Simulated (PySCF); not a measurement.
This PySCF input asks for the NMR shieldings of isobutyl lactate (CC(C)COC(=O)[C@@H](C)O, C$_{7}$H$_{14}$O$_{3}$); the geometry comes from GFN2-xTB.

```python
import basis_set_exchange as bse
import numpy as np
from pyscf import gto, dft
from pyscf.prop import nmr

atoms = """
C     3.243716    0.433066   -0.517220
C     1.935059   -0.280595   -0.190480
C     1.889206   -1.661633   -0.837915
C     0.758304    0.567725   -0.666007
O    -0.465040   -0.035107   -0.228301
C    -1.556578    0.706363   -0.315029
O    -1.597278    1.838937   -0.731073
C    -2.799070   -0.003883    0.209801
C    -2.694806   -0.104242    1.739018
O    -3.938388    0.704512   -0.190933
H     4.088058   -0.153356   -0.164955
H     3.343163    0.566601   -1.592035
H     3.281454    1.411358   -0.044301
H     1.848557   -0.396262    0.894769
H     0.940821   -2.146119   -0.622538
H     1.998575   -1.576178   -1.916859
H     2.694126   -2.285211   -0.457274
H     0.812105    1.585158   -0.263620
H     0.742875    0.632933   -1.759666
H    -2.852984   -1.010793   -0.221224
H    -1.817086   -0.681442    2.014488
H    -2.626277    0.891253    2.172571
H    -3.585580   -0.591072    2.125559
H    -3.654669    1.607752   -0.406424
"""
names = dict.fromkeys(["C", "O", "H"], "pcSseg-1")
basis = {el: gto.basis.parse(bse.get_basis(n, elements=[el], fmt="nwchem")) for el, n in names.items()}
mol = gto.M(atom=atoms, basis=basis, charge=0, verbose=0)
mf = dft.RKS(mol, xc="PBE0")
mf.grids.level = 2
mf.grids.alignment = dft.numint.BLKSIZE   # the property module wants whole blocks of grid points
mf.conv_tol = 1e-9
mf.kernel()

calc = nmr.RKS(mf)   # GIAO
C = mf.mo_coeff
Co = C[:, mf.mo_occ > 0]
resp = mf.gen_response(singlet=True, hermi=2)
def vind(x):   # induced exchange potential for any number of trial vectors
    d = np.einsum("pi,xij,qj->xpq", C, 2 * x.reshape(-1, C.shape[1], Co.shape[1]), Co, optimize=True)
    return np.einsum("xpq,pi,qj->xij", resp(d - d.transpose(0, 2, 1)), C, Co, optimize=True).ravel()
mo1, _ = nmr.rhf.solve_mo1(calc, with_cphf=vind)
sigma = calc.kernel(mo1)
for i, s in enumerate(sigma):   # ppm
    print("%2d %-2s %9.2f" % (i, mol.atom_pure_symbol(i), np.trace(s) / 3))
```

Question: What does it print?

Answer: 
```
 0 C     166.64
 1 C     154.78
 2 C     164.92
 3 C     111.36
 4 O     133.46
 5 C       0.99
 6 O     -71.17
 7 C     116.35
 8 C     161.40
 9 O     294.42
10 H      30.51
11 H      31.05
12 H      30.65
13 H      29.91
14 H      29.96
15 H      31.18
16 H      30.61
17 H      27.16
18 H      28.25
19 H      27.36
20 H      30.47
21 H      30.68
22 H      29.98
23 H      28.97
```

These numbers come from an equivalent density-fitted implementation of the same equations, which agrees with the script to about 0.01 ppm for H and up to a few tenths of a ppm for heavy atoms, so last digits may differ.

Question: Turn these shieldings into chemical shifts. Shifts are taken against calculated references (same method and geometry level): $^{13}$C (186.93 ppm), $^{1}$H (31.72 ppm) against TMS; $^{17}$O (336.08 ppm) against H2O.

Answer: Averaging equivalent atoms: C 5: 185.9; C 3: 75.6; C 7: 70.6; C 1: 32.1; C 8: 25.5; C 2: 22.0; C 0: 20.3; O 6: 407.2; O 4: 202.6; O 9: 41.7; H 17: 4.56; H 19: 4.35; H 18: 3.47; H 23: 2.75; H 13: 1.81; H 20/21/22: 1.34; H 14/15/16: 1.13; H 10/11/12: 0.98 ppm. Unscaled 17O shifts of doubly bonded oxygen tend to come out too high, by tens of ppm or more. Experimental scales use liquid or dissolved standards, which lie at an offset from isolated H2O (liquid H2O: subtract about 36 ppm).

Size and cost of the density-fitted run: 240 basis functions, about 2.1 core-minutes.
